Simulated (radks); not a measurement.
The numbers below are computed, except where a source is named.
Task: Numerical settings for the sulfur ion S3+, [Ne] 3s2 3p1. Level of theory: scalar-relativistic Kohn-Sham, r2SCAN, spin-polarised, spherical densities, finite nucleus; open shells are filled with parallel spins first; meta-GGA in the generalised Kohn-Sham scheme; Fermi nuclear charge, rms radius 3.2611 fm (a radial shooting solver on a logarithmic mesh with Libxc functionals). The defaults (mesh step 0.008 in ln r, mesh end at 40 bohr or more with all orbitals vanishing there, Anderson mixing 0.5 over 9 steps, residual threshold near 1e-9 with the energy settled to 1e-9 hartree or 1e-11 of itself, here a cap of 58 iterations) give E = -396.685 hartree and 3p at -41.044 eV in 14 iterations. Run on one thread of a shared host, so times are rough (Arm Neoverse V1): 0.12 s of CPU time, 0.12 s wall, 14 iterations on 2189 mesh points. One setting is changed at a time: mesh step in ln r 0.05; mesh step in ln r 0.005; mesh step in ln r 0.2; mesh end (bohr) 8; mesh end (bohr) 5; residual threshold 0.1; residual threshold 1e-16; mixing 0.2; linear mixing, mixing 0.2; linear mixing, mixing 0.8; mixing history 2; iteration cap 8. Which runs fail to converge, and which converge to a wrong energy?

Result: Not converged within the cap: mesh step in ln r 0.2; residual threshold 1e-16; linear mixing, mixing 0.2; linear mixing, mixing 0.8; iteration cap 8. No run marked as converged misses the energy by more than 1 mhartree.
